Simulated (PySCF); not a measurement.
# Reading the logs of faulty runs: BGeH4NO

These are calculations, not measurements. They come from PySCF 2.14.0, an open-source quantum chemistry program, on an isolated molecule that a program drew, which may never have been made. The molecule is BGeH4NO (charge 0, singlet), drawn as the SMILES string `B[O][GeH]=[NH]`.

Each row is a Hartree-Fock (HF) and frozen-core CCSD(T) single point in the cc-pVDZ basis, meant for a local HF minimum. Run 1 is clean. Each other run has one planted mistake out of seven kinds, and not every kind appears here: one electron removed, one electron added, multiplicity raised by two, geometry at a saddle point, minimal basis STO-3G, one bond length entered in bohr, all coordinates scaled. The reference is restricted for singlets and unrestricted otherwise, and also for a bond in bohr. Adding or removing an electron swaps singlet and doublet. Electrons count all cores. HOMO and LUMO are orbital energies over both spins, the gradient is its largest component, and the lowest frequency (negative if imaginary) is given only where the gradient is small. Bond lengths are over the 7 bonds as drawn. T1 is the CCSD diagnostic: over 0.02 (restricted) or 0.045 (unrestricted) a single reference is doubtful. Germanium has the cc-pVDZ-PP basis, with a core potential (ECP10MDF) in place of its 10 inner electrons, and its 3s, 3p and 3d shells are frozen in CCSD(T).

Geometry of the clean run:
```xyz
8
BGeH4NO, angstrom
B     0.3400    3.2178    1.1604
O     1.1519    3.5211    0.1221
Ge    2.0314    2.4344   -0.9808
N     2.0883    0.7665   -1.0274
H    -0.1534    4.1239    1.7748
H     0.1203    2.0702    1.4578
H     2.7595    3.3567   -1.9221
H     1.5385    0.3004   -0.3202
```

| run | electrons | basis functions | <S^2> | HOMO (eV) | LUMO (eV) | gradient (hartree/bohr) | lowest frequency (cm^-1) | mean bond (Å) | longest bond (Å) | T1 | HF (hartree) | CCSD(T) (hartree) | mistake |
|---|---|---|---|---|---|---|---|---|---|---|---|---|---|
| 1 | 56 | 85 | 0.000 | -10.18 | 2.02 | 9.2e-06 | 66 | 1.3892 | 1.781 | 0.0211 | -449.69607 | -450.28060 | no fault |
| 2 | 56 | 85 | 2.030 | -6.35 | 0.24 | 1.6e-01 | - | 1.3892 | 1.781 | 0.0190 | -449.60913 | -450.14571 | multiplicity raised by two |
| 3 | 55 | 85 | 0.757 | -16.83 | -7.14 | 1.4e-01 | - | 1.3892 | 1.781 | 0.0190 | -449.40162 | -449.92692 | ? |
| 4 | 56 | 85 | 0.665 | -9.38 | 1.82 | 2.0e-02 | - | 1.5419 | 2.269 | 0.0625 | -449.57437 | -450.16165 | ? |

**Which mistake was planted in run 3, and what did it cost?**

It counts 55 electrons, one fewer than the clean run, at the same geometry and basis. So the mistake is: one electron removed. Subtracting run 1 and multiplying by 627.51 kcal/mol a hartree, the energy moved by 184.8 kcal/mol in HF and 221.9 kcal/mol in CCSD(T).

**Which mistake was planted in run 4, and what did it cost?**

The mean bond changes by a factor of 1.110 and the longest by 1.274, so the molecule wasn't scaled as a whole. A length L in bohr read as angstrom grows by (1/0.5292 - 1) L = 0.890 L. The 7 bonds together grew by 7 x 0.1527 = 1.069 Å, which gives L = 1.201 Å. That is the length of one of the B-H bonds, 1.201 Å in the clean geometry. So the mistake is: one bond length entered in bohr. Subtracting run 1 and multiplying by 627.51 kcal/mol a hartree, the energy moved by 76.4 kcal/mol in HF and 74.6 kcal/mol in CCSD(T).

Cautions from the logs. Run 1: T1 is over the limit, so its CCSD(T) energy is less reliable; run 4: T1 is over the limit, so its CCSD(T) energy is less reliable.
